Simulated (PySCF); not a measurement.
**Multinuclear NMR of C$_{6}$H$_{7}$FO**

Molfile (atoms numbered from 1):
```
C6H7FO
     RDKit          3D

 15 15  0  0  0  0  0  0  0  0999 V2000
    2.2480   -0.6650    0.8190 C   0  0  0  0  0  0  0  0  0  0  0  0
    0.9355   -0.5494    0.7580 C   0  0  0  0  0  0  0  0  0  0  0  0
    0.2031    0.1210   -0.3684 C   0  0  1  0  0  0  0  0  0  0  0  0
   -0.9321   -0.7480   -0.9565 C   0  0  0  0  0  0  0  0  0  0  0  0
   -2.1777   -0.0838   -0.7125 O   0  0  0  0  0  0  0  0  0  0  0  0
   -1.9099    1.0980   -0.0961 C   0  0  0  0  0  0  0  0  0  0  0  0
   -0.6160    1.2927    0.1174 C   0  0  0  0  0  0  0  0  0  0  0  0
   -0.0463    2.3616    0.6937 F   0  0  0  0  0  0  0  0  0  0  0  0
    2.8885   -0.2841    0.0404 H   0  0  0  0  0  0  0  0  0  0  0  0
    2.7389   -1.1400    1.6505 H   0  0  0  0  0  0  0  0  0  0  0  0
    0.3049   -0.9284    1.5514 H   0  0  0  0  0  0  0  0  0  0  0  0
    0.9211    0.4326   -1.1330 H   0  0  0  0  0  0  0  0  0  0  0  0
   -0.8297   -0.8834   -2.0368 H   0  0  0  0  0  0  0  0  0  0  0  0
   -0.9764   -1.7326   -0.4817 H   0  0  0  0  0  0  0  0  0  0  0  0
   -2.7563    1.7168    0.1326 H   0  0  0  0  0  0  0  0  0  0  0  0
  1  2  2  0
  2  3  1  0
  3  4  1  0
  4  5  1  0
  5  6  1  0
  6  7  2  0
  7  8  1  0
  7  3  1  0
  1  9  1  0
  1 10  1  0
  2 11  1  0
  3 12  1  6
  4 13  1  0
  4 14  1  0
  6 15  1  0
M  END
```

All values are calculated (PySCF): GFN2-xTB structure, shieldings: GIAO PBE0/pcSseg-1. No solvent model, non-relativistic, one computed conformer.

Q: Where does 19F resonate?

A: 
```json
{"atoms": "F8", "environment": "vinylic fluorine", "σ (ppm)": "363.1", "δ (ppm)": "-181.7"}
```

Shieldings were converted by a linear fit to measured shifts: 19F (scatter 6.0 ppm rms, 7.0 ppm with the 5 outliers that the fit left out vs CFCl3, solution or neat liquid, with a term for F on sp3 carbon). Occasional misses reach two or three times the rms, and more in compound classes unlike the fitted ones.

On a 400 MHz spectrometer 19F resonates near 376.4 MHz, so 1 ppm is 376.4 Hz.

Q: Where does 17O resonate?

A: 
```json
{"atoms": "O5", "environment": "ether oxygen", "σ (ppm)": "266.2", "δ (ppm)": "24.2"}
```

Shieldings were converted by a linear fit to measured shifts: 17O: δ = 266.70 − 0.911σ (rms 10.7 ppm, 155 shifts, 12.2 ppm with the 3 outliers that the fit left out vs liquid water, solution or neat liquid). A few per cent of atoms miss by over 2 rms, more outside the fitted compound classes.

On a 600 MHz spectrometer 17O resonates near 81.3 MHz, so 1 ppm is 81.3 Hz.
